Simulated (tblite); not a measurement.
Compound: C6H10OSi.
SMILES with atom numbers: `[CH:1]#[C:2][C:3](=[O:4])[C:5]([CH3:6])([CH3:7])[SiH3:8]` (hydrogens: H9 on C1; H10, H11, H12 on C6; H13, H14, H15 on C7; H16, H17, H18 on Si8)

Structure used (GFN2-xTB), in Å, numbered top down from 1:
```xyz
18
C6H10OSi angstrom
C      3.1661    0.2781    0.5081
C      2.0977    0.1575   -0.0272
C      0.8680    0.0091   -0.7695
O      0.8549    0.1024   -1.9790
C     -0.3574   -0.1820    0.0703
C     -0.0783   -0.9752    1.3451
C     -1.4520   -0.8594   -0.7522
Si    -0.8970    1.6235    0.5076
H      4.0862    0.3830    1.0050
H      0.2715   -1.9790    1.1025
H      0.6778   -0.4928    1.9605
H     -0.9903   -1.0690    1.9316
H     -2.3910   -0.8838   -0.2030
H     -1.6059   -0.3313   -1.6901
H     -1.1653   -1.8846   -0.9876
H     -1.1474    2.3611   -0.7258
H     -2.1155    1.4998    1.3084
H      0.1691    2.2488    1.2907
```

Method: GFN2-xTB as coded in tblite; computed harmonic values from a numerical Hessian at the method's own geometry, unscaled. The method is semi-empirical: single wavenumbers can be off by several per cent or more. Modes of hydrogen on silicon can be 10 to 20 % off. One conformer, not necessarily the lowest.

Harmonic wavenumbers (cm⁻¹): 37.0, 111.7, 124.2, 136.9, 186.5, 216.2, 221.6, 232.2, 269.6, 310.3, 345.8, 462.3, 512.2, 542.3, 552.7, 589.3, 637.4, 686.8, 729.2, 763.8, 767.9, 781.3, 807.7, 949.1, 972.8, 1022.3, 1071.9, 1145.1, 1199.9, 1241.1, 1408.8, 1423.6, 1489.0, 1498.9, 1501.9, 1509.4, 1692.9, 2232.6, 2274.3, 2278.8, 2318.5, 3001.0, 3004.5, 3021.9, 3026.8, 3035.6, 3043.1, 3371.0.

A = 2140, B = 1362, C = 1251 MHz; mass 126.050 u (most abundant isotopes); point group C1, symmetry number 1.

Zero-point energy?

Half the sum of the wavenumbers: 29380 cm⁻¹ = 84.00 kcal/mol.

Give the ideal-gas entropy at 350 K and 1 bar in the rigid-rotor, harmonic-oscillator model (classical rotation).

Translation 41.23, rotation 29.35, vibration 37.98: S = 108.6 cal/(mol K).

And Cp and H(350 K) − H(0)?

Cp = 46.55 cal/(mol K), of which vibrations give 38.60 (their classical limit is 48 R = 95.4); H(350 K) − H(0) = 9.85 kcal/mol without the zero-point energy, 7.07 from vibrations.

What must be added to the electronic energy to get the Gibbs energy at 350 K and 1 bar?

ZPE + [H(350 K) − H(0)] − T·S = 84.00 + 9.85 − 37.99 = 55.86 kcal/mol.

How do the functions run with temperature in this model?

| T (K) | S (cal/(mol K)) | Cp (cal/(mol K)) | H − H(0) (kcal/mol) | G − H(0) (kcal/mol) | ln q(vib) |
| --- | --- | --- | --- | --- | --- |
| 50 | 58.0 | 12.8 | 0.49 | -2.41 | 0.52 |
| 100 | 69.2 | 20.1 | 1.32 | -5.60 | 1.68 |
| 298.15 | 101.5 | 41.9 | 7.56 | -22.69 | 7.43 |
| 373.15 | 111.6 | 48.5 | 10.95 | -30.69 | 9.61 |
| 500 | 127.1 | 57.7 | 17.72 | -45.85 | 13.20 |
| 750 | 153.2 | 70.8 | 33.90 | -81.00 | 19.78 |
| 1000 | 174.8 | 79.5 | 52.76 | -122.08 | 25.72 |

q(vib) and H(0) count from the zero-point level.

Hindered rotation and anharmonicity are outside this model. Other conformers, if any are populated, would add a mixing term that is left out. The structure is chiral; the term R ln 2 for an equal mix with its mirror image is left out.
